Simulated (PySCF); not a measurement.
This PySCF input asks for the NMR shieldings of SMILES N#C[C@@H](F)OC=O, C$_{3}$H$_{2}$FNO$_{2}$; the geometry comes from GFN2-xTB, dihedral held.

```python
import basis_set_exchange as bse
import numpy as np
from pyscf import gto, dft
from pyscf.prop import nmr

atoms = """
N    -1.901688    1.715128    0.768688
C    -1.387782    0.790978    0.343734
C    -0.729840   -0.391738   -0.221388
F    -1.496962   -0.948154   -1.186252
O     0.506013   -0.070802   -0.833604
C     1.435178    0.479110   -0.052218
O     1.321324    0.692233    1.113423
H    -0.585120   -1.141343    0.579505
H     2.321468    0.689106   -0.667317
"""
names = dict.fromkeys(["N", "C", "F", "O", "H"], "pcSseg-1")
basis = {el: gto.basis.parse(bse.get_basis(n, elements=[el], fmt="nwchem")) for el, n in names.items()}
mol = gto.M(atom=atoms, basis=basis, charge=0, verbose=0)
mf = dft.RKS(mol, xc="PBE0")
mf.grids.level = 2
mf.grids.alignment = dft.numint.BLKSIZE   # the property module wants whole blocks of grid points
mf.conv_tol = 1e-9
mf.kernel()

calc = nmr.RKS(mf)   # GIAO
C = mf.mo_coeff
Co = C[:, mf.mo_occ > 0]
resp = mf.gen_response(singlet=True, hermi=2)
def vind(x):   # induced exchange potential for any number of trial vectors
    d = np.einsum("pi,xij,qj->xpq", C, 2 * x.reshape(-1, C.shape[1], Co.shape[1]), Co, optimize=True)
    return np.einsum("xpq,pi,qj->xij", resp(d - d.transpose(0, 2, 1)), C, Co, optimize=True).ravel()
mo1, _ = nmr.rhf.solve_mo1(calc, with_cphf=vind)
sigma = calc.kernel(mo1)
for i, s in enumerate(sigma):   # ppm
    w = np.linalg.eigvalsh((s + s.T) / 2)
    print("%2d %-2s iso %8.1f  s11 %8.1f  s22 %8.1f  s33 %8.1f" % (i, mol.atom_pure_symbol(i), w.mean(), *w))
```

Question: Give the expected output.

Answer: 
```
 0 N  iso    -53.6  s11   -215.6  s22   -211.5  s33    266.2
 1 C  iso     70.9  s11    -43.7  s22    -38.8  s33    295.3
 2 C  iso     89.8  s11     69.7  s22     83.5  s33    116.2
 3 F  iso    350.2  s11    278.9  s22    363.2  s33    408.5
 4 O  iso     87.4  s11    -54.2  s22    106.5  s33    210.0
 5 C  iso     24.0  s11    -83.3  s22     76.6  s33     78.8
 6 O  iso   -136.8  s11   -424.1  s22   -269.9  s33    283.5
 7 H  iso     25.1  s11     22.8  s22     24.6  s33     28.0
 8 H  iso     23.7  s11     19.6  s22     23.6  s33     28.0
```

These numbers come from an equivalent density-fitted implementation of the same equations, which agrees with the script to about 0.01 ppm for H and up to a few tenths of a ppm for heavy atoms, so last digits may differ.

The geometry is no minimum: GFN2-xTB, dihedral held.

Size and cost of the density-fitted run: 129 basis functions, 11 s wall time on 1 thread of an Arm Neoverse V2, shared host; peak memory 0.59 GiB.
